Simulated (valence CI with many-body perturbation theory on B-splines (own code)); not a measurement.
Values are calculated unless marked as measured or tabulated.
**Hyperfine factors and g values of Bi51+**

Level of theory: configuration interaction combined with many-body perturbation theory (CI+MBPT): four valence electrons over a frozen Dirac-Fock core [Ar] 3d10, a basis of 11 s, 11 p, 9 d, 7 f, 5 g, 2 h, 1 i functions for each j, with the one-electron correlation potential Σ1 (screened to all orders), the two-electron term Σ2, the three-electron term Σ3, Breit, model QED; selected single and double excitations, second order for the rest (own B-spline code, finite nucleus).

The last digits are not significant, and no measured levels were compared; by estimate large intervals hold to a few tenths of a per cent, small ones and those within an open d or f shell to about a per cent.

A/g_I is the dipole constant over the nuclear g factor μ/I (μ in nuclear magnetons, uniformly magnetised nucleus), B/Q the quadrupole constant per barn. Both hold the static response of the core; the bare values leave it out. Large factors of s and p1/2 electrons are usually good to 5 to 10 %; those of open d and f shells near neutrality can be off by tens of per cent, and small factors of p3/2, d and f electrons come from cancelling terms and can be off by a factor of two or in sign, in half-filled shells by more. B is blank for J = 1/2, where it vanishes, and for nearly pure S terms. Energies count from the lowest level. Levels with J = 0 are left out.

Levels are named by their leading jj configuration (3d3/2^4 stands for four electrons in 3d with j = 3/2), which in mixed levels can hold well under half, so a name can repeat and another be missing. Letters in brackets count levels of one name in rising energy.

```
                         Level  E (Ry)      g  A/g_I (MHz)  A/g_I bare  B/Q (MHz/b)  B/Q bare
        (4s^2 4p1/2 4p3/2) J=1  12.710  1.495      -129000     -127000        96400     93700
        (4s^2 4p1/2 4p3/2) J=2  13.081  1.169       315000      306000       177000    172000
        (4s 4p1/2^2 4p3/2) J=2  21.547  1.538       788000      764000       180000    175000
        (4s 4p1/2^2 4p3/2) J=1  22.815  1.089      -590000     -573000       116000    112000
            (4s^2 4p3/2^2) J=2  26.075  1.318        94500       91100        15300     14800
        (4s^2 4p1/2 4d3/2) J=2  26.319  0.757       280000      273000        39100     38600
        (4s^2 4p1/2 4d3/2) J=1  27.945  0.848      -210000     -202000        17200     17100
        (4s^2 4p1/2 4d5/2) J=2  29.856  1.299      -109000     -105000        20700     20500
        (4s^2 4p1/2 4d5/2) J=3  29.939  1.115       186000      182000        23100     23000
    (4s 4p1/2 4p3/2^2) J=2 [a]  33.984  1.536       499000      484000        52100     50700
        (4s 4p1/2 4p3/2^2) J=3  34.731  1.317       692000      672000         9990      9800
        (4s 4p1/2^2 4d3/2) J=1  35.259  0.442      -664000     -643000        16900     16700
        (4s 4p1/2^2 4d3/2) J=2  35.583  1.139       732000      711000        31800     31500
    (4s 4p1/2 4p3/2^2) J=1 [a]  35.858  1.292       837000      813000      -140000   -136000
    (4s 4p1/2 4p3/2^2) J=2 [b]  36.013  1.085         -627        -748       -23000    -22500
    (4s 4p1/2 4p3/2^2) J=1 [b]  36.140  1.352       243000      236000        96600     93900
        (4s 4p1/2^2 4d5/2) J=3  38.597  1.349       490000      477000        28800     28500
        (4s 4p1/2^2 4d5/2) J=2  39.277  1.031      -428000     -414000        16000     16100
        (4s^2 4p3/2 4d3/2) J=2  40.418  1.050        52100       50900        -8050     -7790
        (4s^2 4p3/2 4d3/2) J=1  40.575  1.112        79100       77300       -88200    -86000
        (4s^2 4p3/2 4d3/2) J=3  40.588  1.095        76300       74600       204000    199000
        (4s^2 4p3/2 4d5/2) J=4  42.292  1.244        46500       45500       233000    227000
        (4s^2 4p3/2 4d5/2) J=2  42.681  1.247        50700       50100      -127000   -124000
        (4s^2 4p3/2 4d5/2) J=3  43.836  1.197        50700       49700         2600      3000
        (4s^2 4p3/2 4d5/2) J=1  44.093  1.073       -27800      -24900        29100     28500
        (4s^2 4p1/2 4f5/2) J=3  44.615  0.821       158000      154000        16800     15500
         (4p1/2^2 4p3/2^2) J=2  44.821  1.297        97300       94800        23700     23100
        (4s^2 4p1/2 4f5/2) J=2  45.137  0.874      -165000     -159000         5030      4250
        (4s^2 4p1/2 4f7/2) J=3  45.752  1.197       -99100      -95300         6930      5550
        (4s^2 4p1/2 4f7/2) J=4  45.766  1.083       139000      136000         7580      6030
(4s 4p1/2 4p3/2 4d3/2) J=1 [a]  47.225  1.146       310000      301000       -90900    -88500
(4s 4p1/2 4p3/2 4d3/2) J=2 [a]  47.273  1.094       256000      249000       -43300    -42200
(4s 4p1/2 4p3/2 4d3/2) J=3 [a]  47.528  1.143       445000      432000        41800     40900
    (4s 4p1/2 4p3/2 4d3/2) J=4  48.249  1.175       518000      504000       157000    153000
```

(1) Take the isotope of mass number 209, with I = 9/2, μ = 4.092 μN, leaving out the quadrupole term. What is the hyperfine structure of (4s 4p1/2^2 4p3/2) J=1?

Results:

(1) From the table A = -537000 MHz. Shifts from the centre of gravity in MHz: F = 7/2: 2950000, F = 9/2: 537000, F = 11/2: -2420000.
